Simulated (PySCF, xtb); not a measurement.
CH₃ClOSe, SMILES CO[Se]Cl. Other conformers were not sampled.

Harmonic wavenumbers (cm⁻¹) from GFN2-xTB (xtb 6.7.1) at its own minimum, in rising order: 81, 129, 231, 280, 370, 528, 1005, 1125, 1131, 1399, 1459, 1471, 2950, 2958, 3003.

Q: What does PBE-D3(BJ)/def2-SVP run with PySCF 2.14.0 give at its own minimum? (An estimate is asked for; the answer gives what the named calculation found.)

A: 98, 136, 241, 319, 365, 598, 1006, 1118, 1134, 1387, 1395, 1422, 2943, 3034, 3067. Paired by order, the mean absolute difference is 29 cm⁻¹ and the zero-point energies are 25.9 and 26.1 kcal/mol.
